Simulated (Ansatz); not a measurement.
Geometry optimisation of CH3AlBrF.

```yaml
crystal:
  periodic: [false, false, false]
  atoms:
    - {symbol: F, position_ang: [-0.466311, -1.755756, 0.011588]}
    - {symbol: C, position_ang: [-0.400178, -0.498563, -0.577922]}
    - {symbol: Al, position_ang: [0.788872, 0.595380, 0.618431]}
    - {symbol: Br, position_ang: [-2.218191, 0.301557, -0.632580]}
    - {symbol: H, position_ang: [-0.142405, -0.634525, -1.649833]}
    - {symbol: H, position_ang: [0.207267, 1.851695, 1.406924]}
    - {symbol: H, position_ang: [2.292146, 0.072212, 0.777792]}
basis:
  gaussian: {orbitals: def2-TZVP}
hamiltonian: {xc: pbe0, dispersion: d4}
relax: {f_tol: 0.005, max_steps: 150}
```

```sh
$ ansatz run in.yaml --threads 2 --pin off --events-out ev --progress --plain --max-ram 4352MiB
```

Shortened log:

```
Functional definition: PBE0
mean field -80431.69771260 eV, -2955.8103723753 hartree, gradient 2.6e-5 eV, S^2 0.000000; 0 other end points of the search recorded, 0 dependent functions left out
relax step   1: F+E_penalty+E_count = -80431.81728551 eV  Δ(F+E_penalty+E_count) = +0.000e0 eV  max|allowed force component| = 6.276e-1 eV/Å  Δτ_max = 0.0000 Å  (28 SCF iters, accepted)
mean field -80431.71712280 eV, -2955.8110856868 hartree, gradient 5.9e-6 eV, S^2 0.000000; 0 other end points of the search recorded, 0 dependent functions left out
relax step   2: F+E_penalty+E_count = -80431.83709694 eV  Δ(F+E_penalty+E_count) = -1.981e-2 eV  max|allowed force component| = 2.257e-1 eV/Å  Δτ_max = 0.0349 Å  (32 SCF iters, accepted)
mean field -80431.72027807 eV, -2955.8112016409 hartree, gradient 4.8e-6 eV, S^2 0.000000; 0 other end points of the search recorded, 0 dependent functions left out
relax step   3: F+E_penalty+E_count = -80431.84037168 eV  Δ(F+E_penalty+E_count) = -3.275e-3 eV  max|allowed force component| = 6.297e-2 eV/Å  Δτ_max = 0.0177 Å  (32 SCF iters, accepted)
mean field -80431.72062064 eV, -2955.8112142301 hartree, gradient 4.8e-6 eV, S^2 0.000000; 0 other end points of the search recorded, 0 dependent functions left out
relax step   4: F+E_penalty+E_count = -80431.84069653 eV  Δ(F+E_penalty+E_count) = -3.248e-4 eV  max|allowed force component| = 3.240e-2 eV/Å  Δτ_max = 0.0050 Å  (33 SCF iters, accepted)
mean field -80431.72098643 eV, -2955.8112276726 hartree, gradient 4.8e-6 eV, S^2 0.000000; 0 other end points of the search recorded, 0 dependent functions left out
relax step   5: F+E_penalty+E_count = -80431.84101958 eV  Δ(F+E_penalty+E_count) = -3.231e-4 eV  max|allowed force component| = 2.424e-2 eV/Å  Δτ_max = 0.0152 Å  (31 SCF iters, accepted)
mean field -80431.72192728 eV, -2955.8112622481 hartree, gradient 6.2e-6 eV, S^2 0.000000; 0 other end points of the search recorded, 0 dependent functions left out
relax step   6: F+E_penalty+E_count = -80431.84198660 eV  Δ(F+E_penalty+E_count) = -9.670e-4 eV  max|allowed force component| = 4.672e-2 eV/Å  Δτ_max = 0.0495 Å  (30 SCF iters, accepted)
mean field -80431.72363475 eV, -2955.8113249968 hartree, gradient 7.7e-6 eV, S^2 0.000000; 0 other end points of the search recorded, 0 dependent functions left out
relax step   7: F+E_penalty+E_count = -80431.84358536 eV  Δ(F+E_penalty+E_count) = -1.599e-3 eV  max|allowed force component| = 6.464e-2 eV/Å  Δτ_max = 0.0577 Å  (30 SCF iters, accepted)
mean field -80431.72223027 eV, -2955.8112733828 hartree, gradient 1.1e-5 eV, S^2 0.000000; 0 other end points of the search recorded, 0 dependent functions left out
relax step   8: F+E_penalty+E_count = -80431.84178474 eV  Δ(F+E_penalty+E_count) = +1.801e-3 eV  max|allowed force component| = 3.626e-1 eV/Å  Δτ_max = 0.1951 Å  (29 SCF iters, rejected (line search))
mean field -80431.72447639 eV, -2955.8113559265 hartree, gradient 1.0e-5 eV, S^2 0.000000; 0 other end points of the search recorded, 0 dependent functions left out
relax step   9: F+E_penalty+E_count = -80431.84444149 eV  Δ(F+E_penalty+E_count) = -8.561e-4 eV  max|allowed force component| = 1.541e-1 eV/Å  Δτ_max = 0.0976 Å  (31 SCF iters, accepted)
mean field -80431.73218498 eV, -2955.8116392117 hartree, gradient 9.8e-6 eV, S^2 0.000000; 0 other end points of the search recorded, 0 dependent functions left out
relax step  10: F+E_penalty+E_count = -80431.85205681 eV  Δ(F+E_penalty+E_count) = -7.615e-3 eV  max|allowed force component| = 1.525e-1 eV/Å  Δτ_max = 0.0969 Å  (30 SCF iters, accepted)
mean field -80431.73869228 eV, -2955.8118783506 hartree, gradient 1.8e-5 eV, S^2 0.000000; 0 other end points of the search recorded, 0 dependent functions left out
relax step  11: F+E_penalty+E_count = -80431.85847852 eV  Δ(F+E_penalty+E_count) = -6.422e-3 eV  max|allowed force component| = 3.197e-1 eV/Å  Δτ_max = 0.1463 Å  (28 SCF iters, accepted)
mean field -80431.74944969 eV, -2955.8122736784 hartree, gradient 1.0e-5 eV, S^2 0.000000; 0 other end points of the search recorded, 0 dependent functions left out
relax step  12: F+E_penalty+E_count = -80431.86930206 eV  Δ(F+E_penalty+E_count) = -1.082e-2 eV  max|allowed force component| = 3.534e-1 eV/Å  Δτ_max = 0.0937 Å  (30 SCF iters, accepted)
mean field -80431.78049598 eV, -2955.8134146083 hartree, gradient 4.8e-6 eV, S^2 0.000000; 0 other end points of the search recorded, 0 dependent functions left out
relax step  13: F+E_penalty+E_count = -80431.90081110 eV  Δ(F+E_penalty+E_count) = -3.151e-2 eV  max|allowed force component| = 4.628e-1 eV/Å  Δτ_max = 0.1940 Å  (37 SCF iters, accepted)
mean field -80431.82340321 eV, -2955.8149914200 hartree, gradient 4.8e-6 eV, S^2 0.000000; 0 other end points of the search recorded, 0 dependent functions left out
relax step  14: F+E_penalty+E_count = -80431.94421858 eV  Δ(F+E_penalty+E_count) = -4.341e-2 eV  max|allowed force component| = 6.062e-1 eV/Å  Δτ_max = 0.1949 Å  (36 SCF iters, accepted)
mean field -80431.88556030 eV, -2955.8172756510 hartree, gradient 5.0e-6 eV, S^2 0.000000; 0 other end points of the search recorded, 0 dependent functions left out
relax step  15: F+E_penalty+E_count = -80432.00755960 eV  Δ(F+E_penalty+E_count) = -6.334e-2 eV  max|allowed force component| = 7.573e-1 eV/Å  Δτ_max = 0.1957 Å  (37 SCF iters, accepted)
mean field -80431.97287561 eV, -2955.8204844295 hartree, gradient 5.0e-6 eV, S^2 0.000000; 0 other end points of the search recorded, 0 dependent functions left out
relax step  16: F+E_penalty+E_count = -80432.09622786 eV  Δ(F+E_penalty+E_count) = -8.867e-2 eV  max|allowed force component| = 8.557e-1 eV/Å  Δτ_max = 0.1948 Å  (36 SCF iters, accepted)
mean field -80432.03203953 eV, -2955.8226586632 hartree, gradient 4.9e-6 eV, S^2 0.000000; 0 other end points of the search recorded, 0 dependent functions left out
relax step  17: F+E_penalty+E_count = -80432.15707525 eV  Δ(F+E_penalty+E_count) = -6.085e-2 eV  max|allowed force component| = 8.250e-1 eV/Å  Δτ_max = 0.1950 Å  (38 SCF iters, accepted)
mean field -80431.95801721 eV, -2955.8199383932 hartree, gradient 1.2e-5 eV, S^2 0.000000; 0 other end points of the search recorded, 0 dependent functions left out
relax step  18: F+E_penalty+E_count = -80432.08251878 eV  Δ(F+E_penalty+E_count) = +7.456e-2 eV  max|allowed force component| = 1.403e0 eV/Å  Δτ_max = 0.0771 Å  (30 SCF iters, rejected (line search))
mean field -80432.06148307 eV, -2955.8237406935 hartree, gradient 7.5e-6 eV, S^2 0.000000; 0 other end points of the search recorded, 0 dependent functions left out
relax step  19: F+E_penalty+E_count = -80432.18648089 eV  Δ(F+E_penalty+E_count) = -2.941e-2 eV  max|allowed force component| = 2.925e-1 eV/Å  Δτ_max = 0.0381 Å  (31 SCF iters, accepted)
mean field -80432.06295244 eV, -2955.8237946917 hartree, gradient 5.7e-6 eV, S^2 0.000000; 0 other end points of the search recorded, 0 dependent functions left out
relax step  20: F+E_penalty+E_count = -80432.18801529 eV  Δ(F+E_penalty+E_count) = -1.534e-3 eV  max|allowed force component| = 1.536e-1 eV/Å  Δτ_max = 0.0644 Å  (30 SCF iters, accepted)
mean field -80432.06475313 eV, -2955.8238608660 hartree, gradient 2.7e-5 eV, S^2 0.000000; 0 other end points of the search recorded, 0 dependent functions left out
relax step  21: F+E_penalty+E_count = -80432.18995764 eV  Δ(F+E_penalty+E_count) = -1.942e-3 eV  max|allowed force component| = 1.733e-1 eV/Å  Δτ_max = 0.0574 Å  (32 SCF iters, accepted)
mean field -80432.06694955 eV, -2955.8239415830 hartree, gradient 2.6e-5 eV, S^2 0.000000; 0 other end points of the search recorded, 0 dependent functions left out
relax step  22: F+E_penalty+E_count = -80432.19215641 eV  Δ(F+E_penalty+E_count) = -2.199e-3 eV  max|allowed force component| = 7.278e-2 eV/Å  Δτ_max = 0.0226 Å  (31 SCF iters, accepted)
mean field -80432.06680088 eV, -2955.8239361194 hartree, gradient 2.6e-5 eV, S^2 0.000000; 0 other end points of the search recorded, 0 dependent functions left out
relax step  23: F+E_penalty+E_count = -80432.19201318 eV  Δ(F+E_penalty+E_count) = +1.432e-4 eV  max|allowed force component| = 3.786e-2 eV/Å  Δτ_max = 0.0202 Å  (31 SCF iters, rejected (line search))
mean field -80432.06738916 eV, -2955.8239577381 hartree, gradient 2.7e-5 eV, S^2 0.000000; 0 other end points of the search recorded, 0 dependent functions left out
relax step  24: F+E_penalty+E_count = -80432.19255720 eV  Δ(F+E_penalty+E_count) = -4.008e-4 eV  max|allowed force component| = 3.489e-2 eV/Å  Δτ_max = 0.0101 Å  (33 SCF iters, accepted)
mean field -80432.06742631 eV, -2955.8239591034 hartree, gradient 2.6e-5 eV, S^2 0.000000; 0 other end points of the search recorded, 0 dependent functions left out
relax step  25: F+E_penalty+E_count = -80432.19261773 eV  Δ(F+E_penalty+E_count) = -6.053e-5 eV  max|allowed force component| = 2.315e-2 eV/Å  Δτ_max = 0.0045 Å  (32 SCF iters, accepted)
mean field -80432.06742123 eV, -2955.8239589168 hartree, gradient 2.6e-5 eV, S^2 0.000000; 0 other end points of the search recorded, 0 dependent functions left out
relax step  26: F+E_penalty+E_count = -80432.19262088 eV  Δ(F+E_penalty+E_count) = -3.150e-6 eV  max|allowed force component| = 1.778e-2 eV/Å  Δτ_max = 0.0022 Å  (33 SCF iters, accepted)
mean field -80432.06744144 eV, -2955.8239596596 hartree, gradient 2.6e-5 eV, S^2 0.000000; 0 other end points of the search recorded, 0 dependent functions left out
relax step  27: F+E_penalty+E_count = -80432.19263537 eV  Δ(F+E_penalty+E_count) = -1.449e-5 eV  max|allowed force component| = 2.575e-3 eV/Å  Δτ_max = 0.0008 Å  (32 SCF iters, accepted)
mean field -80432.06744144 eV, -2955.8239596596 hartree, gradient 2.6e-5 eV, S^2 0.000000; 1 other end points of the search recorded, 0 dependent functions left out
Total energy: -80432.19266594 eV, -2955.8285615751 hartree
Atom 0 at    -1.209853    -1.600704     0.231911 Å, force    -0.002038    -0.001849     0.001112 eV/Å
Atom 1 at    -0.300568    -0.824577    -0.369802 Å, force    -0.000017    -0.002063    -0.001948 eV/Å
Atom 2 at     0.670591     0.629206     0.573090 Å, force     0.001574     0.002575     0.001375 eV/Å
Atom 3 at    -1.265953     0.908290    -1.073975 Å, force    -0.000234     0.000714    -0.000314 eV/Å
Atom 4 at    -0.009697    -1.282260    -1.316803 Å, force     0.000265     0.000190    -0.000427 eV/Å
Atom 5 at     0.178201     0.972712     2.031781 Å, force     0.000254     0.000199     0.000075 eV/Å
Atom 6 at     1.998479     1.129333    -0.121802 Å, force     0.000196     0.000234     0.000126 eV/Å
Dipole moment:     0.118951    -0.143437    -0.170293 e Å
```

Run time 2.2 min (2 threads of an Arm Neoverse V1 on a shared host); peak host memory 0.4 GiB.
